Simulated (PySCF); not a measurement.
Dipole response of Se (selenium, neutral)

[Ar] 3d10 4s2 4p4, high-spin 3P determinant. Computed with PySCF 2.14 in aug-cc-pVQZ-DK (8s7p5d3f2g, 93 functions), with the spin-free X2C one-electron Hamiltonian (Gaussian nucleus). Coupled (time-dependent) response in atomic units; α is the mean over directions.

```csv
method,mean α (bohr³),"α xx, yy, zz",C₆ (like pair),S(−4)
UHF,25.17,"23.54, 28.45, 23.54",207.6,166.6
PBE,27.85,"25.66, 32.22, 25.66",232.7,232.1
PBE0,26.50,"24.57, 30.36, 24.57",219.8,198.2
r2SCAN0,25.89,"24.04, 29.60, 24.04",219.0,173.8
TPSSh,26.64,"24.63, 30.65, 24.63",222.6,199.4
```

S(−4) is the Cauchy moment in α(ω) = α(0) + S(−4) ω² + …

Reference α: 28.9 ± 1 bohr³ (recommended; Schwerdtfeger and Nagle, table of static dipole polarizabilities (2023 update)). Published C₆: 210.0 (Chu and Dalgarno (2004); Tang, Norbeck and Certain (1976)).

Spin-orbit coupling is absent.

α(iu) at r2SCAN0:

```json
{"u (hartree)": "0", "α(iu) (bohr³)": "25.89"}
{"u (hartree)": "0.0500", "α(iu) (bohr³)": "25.47"}
{"u (hartree)": "0.100", "α(iu) (bohr³)": "24.30"}
{"u (hartree)": "0.200", "α(iu) (bohr³)": "20.75"}
{"u (hartree)": "0.300", "α(iu) (bohr³)": "16.99"}
{"u (hartree)": "0.500", "α(iu) (bohr³)": "11.21"}
{"u (hartree)": "0.750", "α(iu) (bohr³)": "7.023"}
{"u (hartree)": "1.00", "α(iu) (bohr³)": "4.728"}
{"u (hartree)": "1.50", "α(iu) (bohr³)": "2.547"}
{"u (hartree)": "2.00", "α(iu) (bohr³)": "1.604"}
{"u (hartree)": "3.00", "α(iu) (bohr³)": "0.8273"}
{"u (hartree)": "5.00", "α(iu) (bohr³)": "0.3546"}
```

A single London oscillator, α(iu) = α/(1 + u²/ω²), gives C₆ = (3/4) ω α². Matching the computed C₆ needs ω = 4 × 219.0 / (3 × 25.89²) = 0.436 hartree.

The components differ because the open shell of this determinant is not spherical; for a pure term their mean is the scalar polarisability.
